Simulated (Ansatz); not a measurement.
System: sum formula H5Si2OCl2, charge 1, multiplicity 1. It need not be the lowest isomer of its formula. 
Geometry from a B3LYP-D3(BJ)/def2-TZVP (Ansatz, a first-principles code) optimisation:
SMILES: [OH+]([SiH](Cl)Cl)[SiH3]
```xyz
10

Si    -2.4913    -0.0457    -0.6286
O     -0.7470    -0.4886    -0.7926
Si     0.6862     0.3899    -0.2042
Cl     0.1864     0.9220     1.6618
Cl     2.1284    -0.9914    -0.3615
H     -2.4039     1.4169    -0.6506
H     -2.9052    -0.6294     0.6498
H     -3.0642    -0.6742    -1.8229
H     -0.5520    -1.3637    -1.1693
H      0.8193     1.5209    -1.1134
```
Charge +1, spin multiplicity 1.

Basis-set convergence of Hartree-Fock and MP2 correlation energies (hartree) with Ansatz. Cores are frozen in the correlated levels unless marked. Spin-orbit coupling is left out. No relativistic terms.

| basis | functions | E(HF) | E(corr, MP2) |
|---|---|---|---|
| cc-pV(D+d)Z | 131 | -1574.56923 | -0.65140 |
| cc-pV(T+d)Z | 256 | -1574.66323 | -0.85005 |
| cc-pV(Q+d)Z | 461 | -1574.68544 | -0.92584 |

Extrapolating the two largest sets (X = 3 and 4) as X^-3: E(corr) = (64·(-0.92584) - 27·(-0.85005))/37 = -0.9811 Eh, an estimate of the basis-set limit. The largest set recovers 94.4 % of it, the smallest 66.4 %.
